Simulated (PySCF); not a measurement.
## Spin-rotation constants: `InChI=1S/C6H3F4/c7-5-3-4(5)1-2-6(8,9)10/h1-3H/q+1/b2-1-`, charge +1

Molfile (atoms numbered from 1):
```
C6H3F4
     RDKit          3D

 13 13  0  0  0  0  0  0  0  0999 V2000
    3.3580   -1.3203    0.7154 F   0  0  0  0  0  0  0  0  0  0  0  0
    2.3388   -0.6430    0.4093 C   0  0  0  0  0  0  0  0  0  0  0  0
    1.7835    0.5427    0.0065 C   0  0  0  0  0  0  0  0  0  0  0  0
    0.9541   -0.5670    0.2407 C   0  0  0  0  0  0  0  0  0  0  0  0
   -0.3230   -1.1699    0.2781 C   0  0  0  0  0  0  0  0  0  0  0  0
   -1.4531   -0.4983   -0.0106 C   0  0  0  0  0  0  0  0  0  0  0  0
   -1.4613    0.9702   -0.3995 C   0  0  0  0  0  0  0  0  0  0  0  0
   -2.6751    1.4189   -0.6316 F   0  0  0  0  0  0  0  0  0  0  0  0
   -0.9061    1.7162    0.5702 F   0  0  0  0  0  0  0  0  0  0  0  0
   -0.7120    1.1705   -1.4964 F   0  0  0  0  0  0  0  0  0  0  0  0
    1.8856    1.5722   -0.2810 H   0  0  0  0  0  0  0  0  0  0  0  0
   -0.3683   -2.2163    0.5571 H   0  0  0  0  0  0  0  0  0  0  0  0
   -2.4256   -0.9753    0.0241 H   0  0  0  0  0  0  0  0  0  0  0  0
  1  2  1  0
  2  3  1  0
  3  4  2  0
  4  5  1  0
  5  6  2  0
  6  7  1  0
  7  8  1  0
  7  9  1  0
  7 10  1  0
  4  2  1  0
  3 11  1  0
  5 12  1  0
  6 13  1  0
M  CHG  1   2   1
M  END
```

Method: GIAO B97-2/pcSseg-1 magnetisability, rotational g tensor and spin-rotation constants, non-relativistic, gas phase in PySCF 2.14.0. Geometry: GFN2-xTB.

For an ion the centre-of-mass motion in the field is neglected.

Problem. Give the nuclear spin-rotation constants along the inertial axes (H = +C I·J) beside the isotropic shieldings.

Solution. Rotational constants 3.5769, 0.7012, 0.6526 GHz. A star marks the isotopologue with that one atom substituted, in its own axes.
| atom | isotope | Caa (kHz) | Cbb (kHz) | Ccc (kHz) | mean (kHz) | σ (ppm) |
| --- | --- | --- | --- | --- | --- | --- |
| F1 | 19F | 6.654 | 1.741 | -0.268 | 2.709 | 237.9 |
| F8 | 19F | 3.341 | 1.055 | 0.825 | 1.740 | 253.0 |
| F9 | 19F | 5.259 | 0.897 | 0.752 | 2.303 | 241.3 |
| F10 | 19F | 5.255 | 0.891 | 0.757 | 2.301 | 241.4 |
| H11 | 1H | -0.342 | 0.051 | -0.086 | -0.126 | 22.7 |
| H12 | 1H | -0.319 | 0.043 | -0.086 | -0.120 | 24.2 |
| H13 | 1H | -0.148 | 0.024 | -0.088 | -0.071 | 23.2 |
| C2 | 13C* | 1.743 | 0.291 | 0.136 | 0.723 | 12.0 |
| C3 | 13C* | 1.822 | 0.292 | 0.066 | 0.727 | 32.0 |
| C4 | 13C* | 1.820 | 0.308 | 0.064 | 0.731 | 27.9 |
| C5 | 13C* | 1.071 | 0.316 | 0.068 | 0.485 | 70.5 |
| C6 | 13C* | 1.516 | 0.392 | 0.104 | 0.671 | 7.2 |
| C7 | 13C* | 1.038 | 0.218 | 0.189 | 0.482 | 59.4 |

For the geometry as given, no vibrational averaging.
